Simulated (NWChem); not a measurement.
Everything below was run with NWChem. System: C2H3O2, charge 0, spin multiplicity 2, at a geometry optimised with UPBE0/def2-SVP. The structure started from a generated list of species. Its SCF solution wasn't tested for a lower state. Level: UMP2/def2-SVPD, 4 core orbitals frozen.

The NWChem input:

```
start mol
memory heap 200 mb stack 900 mb global 1100 mb
geometry units angstroms nocenter noautoz
  C      0.336083    -1.416353     0.000000
  O      0.842647    -0.159786     0.000000
  C     -0.010431     0.884446     0.000000
  O     -1.201631     0.799631     0.000000
  H     -0.744778    -1.546618     0.000000
  H      1.085098    -2.203387     0.000000
  H      0.577638     1.822683     0.000000
  symmetry group Cs
end
basis spherical
  * library def2-svpd
end
scf
  uhf
  nopen 1
  maxiter 100
  thresh 1e-7
  semidirect memsize 60000000 filesize 0
  # guess.movecs holds the orbitals of an unrestricted PBE0 run
  vectors input guess.movecs output mol.movecs
end
mp2
  freeze core 4
end
task mp2 energy
```

Part of the output:

```
             Northwest Computational Chemistry Package (NWChem) 7.3.0
             --------------------------------------------------------

                                NWChem Input Module
                                -------------------

 Scaling coordinates for geometry "geometry" by  1.889725989
 (inverse scale =  0.529177249)

 Turning off AUTOSYM since
 SYMMETRY directive was detected!

                             Geometry "geometry" -> ""
                             -------------------------

 Output coordinates in angstroms (scale by  1.889725989 to convert to a.u.)

  No.       Tag          Charge          X              Y              Z
 ---- ---------------- ---------- -------------- -------------- --------------
    1 C                    6.0000     0.33608300    -1.41635300     0.00000000
    2 O                    8.0000     0.84264700    -0.15978600     0.00000000
    3 C                    6.0000    -0.01043100     0.88444600     0.00000000
    4 O                    8.0000    -1.20163100     0.79963100     0.00000000
    5 H                    1.0000    -0.74477800    -1.54661800     0.00000000
    6 H                    1.0000     1.08509800    -2.20338700     0.00000000
    7 H                    1.0000     0.57763800     1.82268300     0.00000000

 Effective nuclear repulsion energy (a.u.)     115.0466162773

            Nuclear Dipole moment (a.u.)
            ----------------------------
        X                 Y               Z
 ---------------- ---------------- ----------------
    -0.0000037795    -0.0000075589     0.0000000000

      Symmetry information
      --------------------

 Group name             Cs
 Group number              2
 Group order               2
 No. of unique centers     7

      Symmetry unique atoms

     1    2    3    4    5    6    7


 Summary of "ao basis" -> "" (spherical)
 ------------------------------------------------------------------------------
       Tag                 Description            Shells   Functions and Types
 ---------------- ------------------------------  ------  ---------------------
 *                         def2-svpd                  on all atoms

 Summary of "ao basis" -> "ao basis" (spherical)
 ------------------------------------------------------------------------------
       Tag                 Description            Shells   Functions and Types
 ---------------- ------------------------------  ------  ---------------------
 C                         def2-svpd                 8       20   4s2p2d
 O                         def2-svpd                 9       23   4s3p2d
 H                         def2-svpd                 4        8   2s2p

                                 NWChem SCF Module
                                 -----------------

  ao basis        = "ao basis"
  functions       =   110
  atoms           =     7
  alpha electrons =    16
  beta  electrons =    15
  charge          =   0.00
  wavefunction    = UHF
  use symmetry    = T
  symmetry adapt  = T

 Summary of "ao basis" -> "ao basis" (spherical)
 ------------------------------------------------------------------------------
       Tag                 Description            Shells   Functions and Types
 ---------------- ------------------------------  ------  ---------------------
 C                         def2-svpd                 8       20   4s2p2d
 O                         def2-svpd                 9       23   4s3p2d
 H                         def2-svpd                 4        8   2s2p
[...]
 -----------   ------   -------------------------------------------------------
    1 C    6     2.10   0.99  0.40 -0.03 -0.02  0.65  0.07  0.03 -0.00
    2 O    8     4.40   0.99  0.53  0.38  0.03  1.42  0.97  0.03  0.01  0.04
    3 C    6     2.48   0.99  0.46 -0.03 -0.01  0.92  0.08  0.07 -0.00
    4 O    8     4.31   1.00  0.54  0.38  0.02  1.39  0.88  0.07  0.01  0.02
    5 H    1     0.52   0.40  0.12  0.01 -0.01
    6 H    1     0.66   0.41  0.24  0.01 -0.00
    7 H    1     0.53   0.38  0.13  0.01  0.01

   Mulliken analysis of the spin density
   -------------------------------------

    Atom       Charge   Shell Charges
 -----------   ------   -------------------------------------------------------
    1 C    6     1.28  -0.00  0.07  0.15  0.00  0.61  0.43 -0.00  0.01
    2 O    8    -0.05  -0.00  0.00 -0.01 -0.03  0.03 -0.04 -0.01  0.00  0.00
    3 C    6    -0.02  -0.00 -0.00 -0.00 -0.01  0.00 -0.00  0.00 -0.01
    4 O    8     0.04  -0.00  0.00  0.00  0.01  0.02  0.01  0.00 -0.00 -0.00
    5 H    1    -0.12  -0.06 -0.06  0.01 -0.00
    6 H    1    -0.13  -0.06 -0.09  0.01  0.01
    7 H    1    -0.00  -0.00 -0.00  0.00  0.00

       Multipole analysis of the density wrt the origin
       ------------------------------------------------

     L   x y z        total         alpha         beta         nuclear
     -   - - -        -----         -----         ----         -------
     0   0 0 0      0.000000    -16.000000    -15.000000     31.000000

     1   1 0 0      0.732521      0.085297      0.647228     -0.000004
     1   0 1 0     -0.152840      1.170628     -1.323460     -0.000008
     1   0 0 1      0.000000      0.000000      0.000000      0.000000

     2   2 0 0    -20.194448    -46.232107    -45.297670     71.335328
     2   1 1 0      1.752983     22.788710     21.322869    -42.358595
     2   1 0 1      0.000000      0.000000     -0.000000      0.000000
     2   0 2 0    -14.271286    -69.163305    -61.590559    116.482577
     2   0 1 1      0.000000      0.000000      0.000000      0.000000
     2   0 0 2    -17.661637     -9.923660     -7.737977      0.000000

                   NWChem MP2 Semi-direct Energy/Gradient Module
                   ---------------------------------------------

  Basis functions       =    110
  Molecular orbitals    =    110
  Frozen core           =      4
  Frozen virtuals       =      0
  Active alpha occupied =     12
  Active beta occupied  =     11
  Active alpha virtual  =     94
  Active beta virtual   =     95
  Use MO symmetry       = T
  Use skeleton AO sym   = T

  AO/Fock/Back tols     =   1.0D-09  1.0D-09  1.0D-09

 GA uses MA = F    GA memory limited = T

 Available:
  local mem=  1.26D+08
 global mem=  1.44D+08
 local disk=  0.00D+00
  mp2_memr nvloc                    94
  nvloc new                    94
   1 passes of  12:        3145728                      53448                  23384802.
   1 passes of  12: M    126153254           G      144155000           F     123007526.

 Semi-direct pass number   1 of   1  for UHF alpha       at        6.8s
  vrange nnbf                  6092
  mp2_eaftype                    89  avail_ma_in_mb                  1099
 EAF : mp2_eaftype filesize          89   11692401.
  mp2_eaf for mointskh                     89
Node 0 wrote     55.0 Mb in      0.0 s     Agg I/O rate:  2121.3 Mb/s
 Done moints_semi at       10.0s
  mp2_eaftype                    89  avail_ma_in_mb                  1010
 EAF : mp2_eaftype filesize          89   11692401.
  mp2_eaf for kh                    89
 Done maket at       10.3s
 Done multipass loop at       10.3s

 GA uses MA = F    GA memory limited = T

 Available:
  local mem=  1.26D+08
 global mem=  1.44D+08
 local disk=  0.00D+00
  mp2_memr nvloc                    95
  nvloc new                    95
   1 passes of  11:        3145728                      51331                  21665640.
   1 passes of  11: M    126153254           G      144155000           F     123007526.

 Semi-direct pass number   1 of   1  for UHF beta        at       10.4s
  vrange nnbf                  6092
  mp2_eaftype                    82  avail_ma_in_mb                  1099
 EAF : mp2_eaftype filesize          82   10832820.
  mp2_eaf for mointskh                     82
Node 0 wrote     50.9 Mb in      0.0 s     Agg I/O rate:  2108.9 Mb/s
 Done moints_semi at       13.2s
  mp2_eaftype                    82  avail_ma_in_mb                  1017
 EAF : mp2_eaftype filesize          82   10832820.
  mp2_eaf for kh                    82
 Done maket at       13.5s
 Done multipass loop at       13.5s

          -------------------------------------------
          SCF energy                -226.995006160752
          Correlation energy          -0.632415058949
          Singlet pairs                0.000000000000
          Triplet pairs                0.000000000000
          Total MP2 energy          -227.627421219701
          -------------------------------------------

          ---------------------------------------------------
                    Spin Component Scaled (SCS) MP2
          Same spin pairs                     -0.166517954225
          Same spin scaling factor             0.333333333333
          Opposite spin pairs                 -0.465897104724
          Opposite spin scaling fact.          1.200000000000
          SCS-MP2 correlation energy          -0.614582510411
          Total SCS-MP2 energy              -227.609588671163
          ---------------------------------------------------

 -----------------------
 Performance information
 -----------------------

 Timer overhead =  1.89D-07 seconds/call

               Nr. of calls         CPU time (s)                 Wall time (s)                GFlops
             ---------------    -------------------     ------------------------------   -------------------
Name         Min   Avg   Max    Min     Avg     Max     Min     Avg     Max   Mx/calls   Min     Max     Sum
mp2: moin     2     2     2    6.0     6.0     6.0      6.0     6.0     6.0     3.0      0.0     0.0     0.0
mp2: make     2     2     2   0.62    0.62    0.62     0.62    0.62    0.62    0.31      0.0     0.0     0.0
mp2: tota     1     1     1    6.7     6.7     6.7      6.7     6.7     6.7     6.7      0.0     0.0     0.0

 The average no. of pstat calls per process was 5.00D+00
 with a timing overhead of 9.47D-07s

 Task  times  cpu:       13.5s     wall:       13.5s

 Total times  cpu:       13.5s     wall:       13.5s
```
